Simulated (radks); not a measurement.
Eu, configuration [Xe] 4f7 6s2.

All-electron calculation, Dirac Kohn-Sham, PBE, spin-unpolarised, spherical densities, point nucleus; open shells are shared between the two j in proportion to 2j + 1; speed of light set to 171.295 atomic units (1.25 times the physical value, a model run). Program: a radial shooting solver on a logarithmic mesh with Libxc functionals.

Energy parts (hartree):
total: -10687.8307
kinetic: 11244.9205
electron-nucleus: -25878.5068
Hartree: 4184.9130
exchange-correlation: -239.1573

Orbitals (lengths in bohr, moments of r in powers of bohr; <r^-3> diverges for s and p1/2; r(max) is where P^2 peaks):
[
 {"orbital": "1s1/2", "occ.": "2", "eigenvalue (hartree)": "-1736.296", "<r^-3>": "-", "<1/r>": "67.12", "<r>": "0.02298", "r(max)": "0.01486", "small-component weight": "3.44e-02"},
 {"orbital": "2s1/2", "occ.": "2", "eigenvalue (hartree)": "-281.2831", "<r^-3>": "-", "<1/r>": "15.83", "<r>": "0.09756", "r(max)": "0.08324", "small-component weight": "7.52e-03"},
 {"orbital": "2p1/2", "occ.": "2", "eigenvalue (hartree)": "-267.0441", "<r^-3>": "-", "<1/r>": "15.83", "<r>": "0.08203", "r(max)": "0.06371", "small-component weight": "7.55e-03"},
 {"orbital": "2p3/2", "occ.": "4", "eigenvalue (hartree)": "-252.5694", "<r^-3>": "9056", "<1/r>": "14.72", "<r>": "0.08625", "r(max)": "0.06729", "small-component weight": "7.22e-03"},
 {"orbital": "3s1/2", "occ.": "2", "eigenvalue (hartree)": "-61.79064", "<r^-3>": "-", "<1/r>": "5.836", "<r>": "0.2552", "r(max)": "0.2347", "small-component weight": "2.37e-03"},
 {"orbital": "3p1/2", "occ.": "2", "eigenvalue (hartree)": "-55.58220", "<r^-3>": "-", "<1/r>": "5.760", "<r>": "0.2449", "r(max)": "0.2219", "small-component weight": "2.34e-03"},
 {"orbital": "3p3/2", "occ.": "4", "eigenvalue (hartree)": "-52.64231", "<r^-3>": "1879", "<1/r>": "5.480", "<r>": "0.2529", "r(max)": "0.2294", "small-component weight": "2.24e-03"},
 {"orbital": "3d3/2", "occ.": "4", "eigenvalue (hartree)": "-41.59257", "<r^-3>": "316.6", "<1/r>": "5.363", "<r>": "0.2247", "r(max)": "0.1829", "small-component weight": "2.17e-03"},
 {"orbital": "3d5/2", "occ.": "6", "eigenvalue (hartree)": "-40.91764", "<r^-3>": "294.6", "<1/r>": "5.288", "<r>": "0.2273", "r(max)": "0.1851", "small-component weight": "2.14e-03"},
 {"orbital": "4s1/2", "occ.": "2", "eigenvalue (hartree)": "-12.17057", "<r^-3>": "-", "<1/r>": "2.453", "<r>": "0.5787", "r(max)": "0.5392", "small-component weight": "7.46e-04"},
 {"orbital": "4p1/2", "occ.": "2", "eigenvalue (hartree)": "-9.76849", "<r^-3>": "-", "<1/r>": "2.351", "<r>": "0.5925", "r(max)": "0.5446", "small-component weight": "6.99e-04"},
 {"orbital": "4p3/2", "occ.": "4", "eigenvalue (hartree)": "-9.12256", "<r^-3>": "413.6", "<1/r>": "2.255", "<r>": "0.6109", "r(max)": "0.5608", "small-component weight": "6.66e-04"},
 {"orbital": "4d3/2", "occ.": "4", "eigenvalue (hartree)": "-5.05204", "<r^-3>": "58.65", "<1/r>": "2.039", "<r>": "0.6503", "r(max)": "0.5704", "small-component weight": "5.62e-04"},
 {"orbital": "4d5/2", "occ.": "6", "eigenvalue (hartree)": "-4.92946", "<r^-3>": "54.10", "<1/r>": "2.014", "<r>": "0.6570", "r(max)": "0.5758", "small-component weight": "5.53e-04"},
 {"orbital": "4f5/2", "occ.": "3", "eigenvalue (hartree)": "-0.15122", "<r^-3>": "7.119", "<1/r>": "1.436", "<r>": "0.9446", "r(max)": "0.5862", "small-component weight": "3.08e-04"},
 {"orbital": "4f7/2", "occ.": "4", "eigenvalue (hartree)": "-0.13615", "<r^-3>": "6.939", "<1/r>": "1.423", "<r>": "0.9569", "r(max)": "0.5895", "small-component weight": "3.03e-04"},
 {"orbital": "5s1/2", "occ.": "2", "eigenvalue (hartree)": "-1.55835", "<r^-3>": "-", "<1/r>": "0.9330", "<r>": "1.417", "r(max)": "1.264", "small-component weight": "1.52e-04"},
 {"orbital": "5p1/2", "occ.": "2", "eigenvalue (hartree)": "-0.92139", "<r^-3>": "-", "<1/r>": "0.8165", "<r>": "1.604", "r(max)": "1.386", "small-component weight": "1.18e-04"},
 {"orbital": "5p3/2", "occ.": "4", "eigenvalue (hartree)": "-0.83803", "<r^-3>": "52.86", "<1/r>": "0.7818", "<r>": "1.666", "r(max)": "1.434", "small-component weight": "1.10e-04"},
 {"orbital": "6s1/2", "occ.": "2", "eigenvalue (hartree)": "-0.12971", "<r^-3>": "-", "<1/r>": "0.2860", "<r>": "4.369", "r(max)": "3.725", "small-component weight": "1.51e-05"}
]

The highest occupied level is 6s1/2 at -3.530 eV. The density falls to 0.001 e/bohr^3 at r = 5.30 bohr.
